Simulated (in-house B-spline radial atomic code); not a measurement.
Configurations of the zirconium ion Zr³⁺, with energies counted from [Kr] 4d1. Computed with a radial B-spline atomic code at the basis-set limit: Dirac-Hartree-Fock, average of configuration, Fermi nucleus of rms radius 4.2694 fm. Energies include first-order Breit, QED and recoil terms.

Occupations are held fixed; configurations that lie above the ionisation limit could autoionise.

```tsv
configuration	E - E(ref) (eV)	highest orbital	its <r> (bohr)
[Kr] 6d1	23.632	6d5/2	7.773
[Kr] 7s1	23.874	7s1/2	8.687
[Kr] 5g1	24.623	5g7/2	6.86
[Kr] 6g1	27.284	6g7/2	10.97
[Kr] 7g1	28.889	7g7/2	15.84
[Kr] 8f1	29.814	8f5/2	21.57
[Ar] 3d10 4s2 4p5 4d1 8f1	62.553	8f5/2	21.39
```

(1) Order these further configurations by energy, lowest first.
A. [Kr] 5p1
B. [Kr] 6f1
C. [Ar] 3d10 4s2 4p5 4d1 5f1
D. [Ar] 3d10 4s2 4p5 4d1 7f1
E. [Kr] 8p1

(2) How far above the reference does [Ar] 3d10 4s2 4p5 4d1 8g1 lie?

(3) How far above the reference does [Kr] 6p1 lie?

Results:

(1) A (9.9249 eV), B (27.034 eV), E (27.506 eV), C (56.907 eV), D (61.446 eV).

(2) 62.695 eV; its least bound orbital is 8g7/2 with <r> = 21.44 bohr.

(3) 20.306 eV; its least bound orbital is 6p3/2 with <r> = 6.145 bohr.
